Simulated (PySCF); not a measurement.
# Ho⁶⁵⁺: ionisation energy

Ho⁶⁵⁺ 1s2 (1S) → Ho⁶⁶⁺ 1s1 (2S), as a difference of total energies. All numbers are calculated (PySCF 2.14, the spin-free X2C one-electron Hamiltonian (Gaussian nucleus), in an uncontracted even-tempered set (17 s from 180 bohr⁻², ratio 2.2; 7 p from 270 bohr⁻², ratio 2.4; 4 d from 800 bohr⁻², ratio 2.4; 3 f from 1200 bohr⁻², ratio 2.4; 3 g from 1800 bohr⁻², ratio 2.4)). Correlated levels: nothing frozen; virtual orbitals above 40 to 60 times the deepest correlated orbital energy dropped. The calculations carry no spin-orbit coupling.

| method | ionisation energy (eV) |
| --- | --- |
| UHF | 63915.0 |
| LDA | 63835.0 |
| PBE | 63916.1 |
| PBE0 | 63916.0 |
| r2SCAN | 63922.6 |
| revPBE | 63925.9 |
| TPSS | 63922.6 |
| MP2 (all electrons) | 63916.8 |
| SCS-MP2 (all electrons) | 63917.2 |

For this ion Breit and QED terms and the two-electron picture change, all absent here, outweigh the differences among the correlated methods.

For comparison: 63772.42 ± 0.11 eV (theoretical estimate listed by NIST; NIST Atomic Spectra Database, ionization energies).
